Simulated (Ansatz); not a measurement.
System: C$_{2}$H$_{5}$I, charge 0, singlet. C2H5I (iodoethane, SMILES CCI).
B3LYP-D3(BJ)/def2-TZVP minimum from Ansatz (an electronic-structure program):
```
C
H 1 1.0857
H 1 1.0857 2 109.58
C 1 1.5118 2 112.87 3 -126.71
H 4 1.0897 1 111.48 2 -56.98
H 4 1.0897 5 108.25 1 122.97
H 4 1.0946 5 108.13 6 116.92
I 1 2.1782 2 104.39 3 111.32
```

Atomisation energy term by term, kcal/mol (programs: Ansatz). UHF or UKS for unpaired electrons; spin-orbit terms are left out. Correlated methods leave the cores frozen (noble-gas shells, and filled d and f shells in the p block). Past Kr the def2 sets carry scalar-relativistic core potentials. CBS(X,Y): correlation extrapolated as X^-3, Hartree-Fock from the larger set. A bracket is a step between two methods taken in the basis named. Where a partner has so few electrons that a lower coupled-cluster level is exact, that level stands in. Spin-orbit terms, left out, reach several kcal/mol for Br and I, and more for heavier atoms.

| term | basis | kcal/mol |
|---|---|---|
| Hartree-Fock | def2-QZVPP | 500.54 |
| CCSD correlation | CBS(def2-TZVPP,def2-QZVPP) | 157.34 |
| (T) | CBS(def2-TZVPP,def2-QZVPP) | 9.56 |
| CCSDT(Q) - CCSD(T) | def2-SVP | 0.32 |
| sum: De |  | 667.8 |
